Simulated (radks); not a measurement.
Numerical settings for the calcium ion Ca17+, [He] 2s1. Method: scalar-relativistic Kohn-Sham, PBE, spin-polarised, spherical densities, finite nucleus; open shells are filled with parallel spins first; Fermi nuclear charge, rms radius 3.4776 fm; computed with a radial shooting solver on a logarithmic mesh with Libxc functionals. The defaults (mesh step 0.008 in ln r, mesh end at 40 bohr or more with all orbitals vanishing there, Anderson mixing 0.5 over 9 steps, residual threshold near 1e-9 with the energy settled to 1e-9 hartree or 1e-11 of itself, here a cap of 55 iterations) give E = -432.0935 hartree and 2s at -1130.1 eV in 16 iterations. Run on one thread of a shared host, so times are rough (Arm Neoverse N1): 0.08 s of CPU time, 0.08 s wall, 16 iterations on 2189 mesh points. Changes against that run (0 stands for a change within the tolerance of the run):

setting                    iterations  converged  E (mhartree)  e(2s) (meV)  CPU (s)
mesh step in ln r 0.03             13        yes             0            0     0.03
mesh step in ln r 0.2              55         no     -1.82e+06            -     0.07
mesh step in ln r 0.003            40        yes             0            0     0.43
mesh end (bohr) 8                  16        yes             0            0     0.08
mesh end (bohr) 3                  16        yes             0            0     0.08
residual threshold 1e-13           55         no             0            0     0.23
residual threshold 0.001            7        yes             0      +0.0116     0.04
mixing 2.5                         35        yes             0            0     0.17
linear mixing, mixing 0.5          55         no             0            0      0.2
linear mixing, mixing 0.2          55         no             0       -0.618     0.23
mixing history 2                   35        yes             0            0     0.14
iteration cap 3                     3         no       +0.0387         -538     0.02

No run marked as converged misses the energy by more than 1 mhartree. A mesh that ends early acts as a hard wall.
